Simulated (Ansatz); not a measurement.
Potential energy curve for SMILES [GaH3]. The Ga1–H4 bond (Ga1 also carries H, H; H4 carries nothing else) is pulled apart rigidly from the PBE0/def2-TZVP optimised geometry.

Methods: RHF/def2-SVP (Ansatz, a quantum-chemistry and plane-wave program); RMP2 = Ansatz with MP2 on RHF/def2-SVP, cores with 3d frozen; UHF/def2-SVP (Ansatz); UMP2 = MP2 on UHF/def2-SVP, cores with 3d frozen (Ansatz); UCCSD = CCSD on UHF/def2-SVP, cores with 3d frozen (Ansatz); UCCSD(T) = CCSD(T) on UHF/def2-SVP, cores with 3d frozen run with Ansatz; RKS-BLYP = Ansatz with restricted BLYP/def2-SVP; UKS-BLYP = unrestricted BLYP/def2-SVP run with Ansatz; RKS-CAM-B3LYP = restricted CAM-B3LYP/def2-SVP run with Ansatz; UKS-CAM-B3LYP = unrestricted CAM-B3LYP/def2-SVP (Ansatz); RKS-PBE = restricted PBE/def2-SVP (Ansatz); UKS-PBE = unrestricted PBE/def2-SVP run with Ansatz; FCI = full CI/def2-SVP, cores with 3d frozen (Ansatz).

All curves are set to zero at 1.57 Å and compared with full CI in the same basis at 1.57, 1.60, 1.68, 1.76, 1.79, 1.93, 2.10, 2.37, 2.60, 2.82, 3.19, 3.40, 3.79, 4.24, 4.68, 5.45 Å.

Question: Order the methods by the spread of their error (largest minus smallest) over these points.

Answer: UCCSD(T) has the smallest spread and RHF the largest. In order (mEh): UCCSD(T) 3.56, UKS-BLYP 4.01, UKS-PBE 4.77, UCCSD 5.13, UKS-CAM-B3LYP 11.73, UMP2 22.05, UHF 33.95, RKS-BLYP 38.55, RKS-PBE 43.74, RMP2 54.65, RKS-CAM-B3LYP 91.45, RHF 128.56.

Errors against full CI at some of the points (mEh):

| method | 1.93 Å | 2.37 Å | 3.19 Å | 3.79 Å | 5.45 Å |
|---|---|---|---|---|---|
| UCCSD(T) | 0.1 | 0.6 | 3.2 | 2.0 | -0.3 |
| UKS-BLYP | -1.7 | -4.0 | -1.0 | -0.9 | -0.2 |
| UKS-PBE | -0.9 | -1.9 | 2.9 | 0.8 | -0.9 |
| UCCSD | 0.4 | 1.5 | 4.7 | 2.1 | -0.4 |
| UKS-CAM-B3LYP | 2.6 | 6.9 | 9.3 | 6.0 | 5.1 |
| UMP2 | 2.0 | 13.2 | 6.0 | -1.9 | -4.9 |
| UHF | 2.8 | 8.5 | -13.0 | -22.1 | -25.4 |
| RKS-BLYP | -1.7 | -4.0 | 2.8 | 14.5 | 34.5 |
| RKS-PBE | -0.9 | -1.9 | 7.4 | 20.4 | 41.9 |
| RMP2 | 2.0 | 7.2 | 27.3 | 44.6 | 45.5 |
| RKS-CAM-B3LYP | 2.6 | 6.9 | 27.8 | 49.9 | 91.4 |
| RHF | 2.8 | 10.1 | 39.8 | 69.5 | 128.6 |

The restricted form behind RHF, RMP2, RKS-BLYP, RKS-CAM-B3LYP, RKS-PBE keeps the bonding electrons paired and can't separate into open-shell fragments. The T1 diagnostic of CCSD on the restricted reference of RMP2 exceeds 0.045 at 3.19 to 5.45 Å. The unrestricted determinant behind UHF, UMP2, UCCSD, UCCSD(T) is spin-contaminated at 2.37 to 5.45 Å (<S²> up to 1.0, against 0.00 for a pure singlet). The unrestricted determinant behind UKS-BLYP, UKS-PBE is spin-contaminated at 3.19 to 5.45 Å (<S²> up to 1.0, against 0.00 for a pure singlet). The unrestricted determinant behind UKS-CAM-B3LYP is spin-contaminated at 2.60 to 5.45 Å (<S²> up to 1.0, against 0.00 for a pure singlet).
